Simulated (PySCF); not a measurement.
**C₆ coefficients of unlike pairs at M06-L**

Calculated with PySCF 2.14 from the dipole response of each species, C₆(A,B) = (3/π) ∫ α_A(iu) α_B(iu) du, in atomic units, from isotropic polarisabilities. For ions this is the dispersion term alone; charge-induced terms of lower order in 1/R come first.

| species | configuration | basis | relativity | α (bohr³) | C₆ (like pair) |
| --- | --- | --- | --- | --- | --- |
| Al | [Ne] 3s2 3p1 (2P) | aug-cc-pVDZ-DK (5s4p2d) | spin-free X2C | 61.90 | 573.0 |
| K | [Ar] 4s1 (2S) | dyall-acv3z (25s18p7d3f) | none | 296.9 | 4051 |
| Cl | [Ne] 3s2 3p5 (2P) | aug-cc-pV(Q+d)Z with one added diffuse shell each of s, p, d, f, g type (8s7p6d4f3g) | none | 14.73 | 93.94 |

Problem. Estimate C₆ for Cl with Al.

Solution. The integral gives 205.1. The combination rule 2 C_A C_B / (C_A α_B/α_A + C_B α_A/α_B) gives 202.7 and the geometric mean 232.0.

No spin-orbit coupling is included.

The other pairs:

```json
{"pair": "Cl, K", "C₆": "389.2"}
{"pair": "K, Al", "C₆": "1311"}
```
